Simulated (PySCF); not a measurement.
Scandium: a sound run and one with changed settings

Sound run: Sc [Ar] 3d1 4s2, Sc⁺ [Ar] 3d1 4s1. Calculation: PySCF 2.14, in x2c-SVPall (5s3p3d1f, 36 functions); the spin-free X2C one-electron Hamiltonian (Gaussian nucleus). In the sound run the correlated levels freeze [Ar]. The sound run starts from symmetry-adapted Hartree-Fock orbitals and uses a fine grid where one is needed.

Changed run: no relativity, point nucleus. This setting is unsound on purpose.

```json
{"species": "Sc", "method": "UHF", "sound run (hartree)": "-763.16220", "changed run (hartree)": "-758.86733", "converged": "yes"}
{"species": "Sc", "method": "M06-L", "sound run (hartree)": "n/a", "changed run (hartree)": "-759.71770", "converged": "no"}
{"species": "Sc", "method": "MN15", "sound run (hartree)": "-764.32046", "changed run (hartree)": "-760.02574", "converged": "yes"}
{"species": "Sc", "method": "MP2", "sound run (hartree)": "-763.18592", "changed run (hartree)": "-758.89090", "converged": "yes"}
{"species": "Sc⁺", "method": "UHF", "sound run (hartree)": "-762.96354", "changed run (hartree)": "-758.67050", "converged": "yes"}
{"species": "Sc⁺", "method": "M06-L", "sound run (hartree)": "-763.76681", "changed run (hartree)": "-759.47357", "converged": "no"}
{"species": "Sc⁺", "method": "MN15", "sound run (hartree)": "-764.07156", "changed run (hartree)": "-759.77929", "converged": "yes"}
{"species": "Sc⁺", "method": "MP2", "sound run (hartree)": "-762.96520", "changed run (hartree)": "-758.67216", "converged": "yes"}
```

Ionisation energy of Sc:

```
 method  sound run (eV)  changed run (eV)
    UHF           5.406             5.356
   MN15           6.773             6.706
    MP2           6.006             5.952
SCS-MP2           6.123             6.068
```

Most of the change in total energy is the relativistic energy itself. On top of that the contraction fixes the core shape for the Hamiltonian it was made with, so the changed run is not a good calculation with the other Hamiltonian either.

For comparison, NIST gives 6.561 eV between the lowest levels.
